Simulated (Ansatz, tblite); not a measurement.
Cost and result up the ladder for `C[Si](C)(C)C#Cc1cnc(-c2cnc(-c3cnc(C#C[Si](C)(C)C)s3)s2)s1` (48 atoms). Charge 0, multiplicity 1. Geometry: r2SCAN-D4/def2-SVP.

Cartesian coordinates in Å:
```
C 7.4186 2.1582 4.7810
Si 6.5453 3.7641 4.3494
C 5.5157 4.3649 5.8009
C 7.7854 5.0748 3.8281
C 5.4173 3.4510 2.9209
C 4.6743 3.2555 1.9593
C 3.8368 3.0447 0.8553
C 3.8547 3.6773 -0.3876
N 2.9283 3.2813 -1.2814
C 2.1517 2.3357 -0.7888
C 1.0788 1.7369 -1.5385
C 0.7113 2.0521 -2.8443
N -0.3289 1.3647 -3.3545
C -0.8115 0.4976 -2.4875
C -1.9252 -0.3680 -2.7724
C -2.6343 -0.4148 -3.9722
N -3.6474 -1.2997 -4.0354
C -3.7742 -1.9726 -2.9079
C -4.7316 -2.9691 -2.6434
C -5.5660 -3.8406 -2.4075
Si -6.8529 -5.1413 -2.1301
C -6.6238 -6.4657 -3.4405
C -6.6135 -5.8514 -0.4091
C -8.5376 -4.3292 -2.2921
S -2.5963 -1.5203 -1.6674
S 0.0271 0.4906 -0.9387
S 2.5393 1.8704 0.8577
H 8.0113 1.7849 3.9306
H 6.6974 1.3733 5.0593
H 8.1032 2.3063 5.6330
H 4.9824 5.2966 5.5536
H 6.1576 4.5631 6.6757
H 4.7645 3.6149 6.0957
H 8.3789 4.7414 2.9619
H 7.2809 6.0140 3.5501
H 8.4841 5.2969 4.6521
H 4.5762 4.4565 -0.6437
H 1.2296 2.8125 -3.4319
H -2.3914 0.2257 -4.8225
H -7.3798 -7.2603 -3.3237
H -5.6281 -6.9314 -3.3698
H -6.7278 -6.0446 -4.4532
H -6.7189 -5.0738 0.3640
H -7.3653 -6.6327 -0.2072
H -5.6162 -6.3061 -0.2978
H -9.3402 -5.0717 -2.1470
H -8.6724 -3.5328 -1.5431
H -8.6676 -3.8796 -3.2894
```

Ansatz on 2 threads of AMD EPYC 7R13 on a shared host and a share (18 GiB) of an NVIDIA H100 80GB HBM3; xTB runs through tblite on one thread. Times are rough, summed over both states, and most runs start from the orbitals of an earlier one. PBE0-D4/def2-TZVP serves as the yardstick here, not as an exact answer. The other state is a triplet.

The xTB rows come from tblite. Single mean-field runs in def2-TZVP are fitted with def2-universal-jkfit.

xTB has no spin-polarisation term.

```
                         level  functions  wall time  vertical triplet (eV)  difference from PBE0-D4/def2-TZVP (eV)
                      GFN2-xTB        154     0.32 s                   1.82                                   -0.07
                      GFN1-xTB        175     0.36 s                   1.81                                   -0.08
PBE-D4/def2-TZVP (with forces)        993       18 s                   1.70                                   -0.18
             PBE0-D4/def2-TZVP        993       28 s                   1.89                                    0.00
```
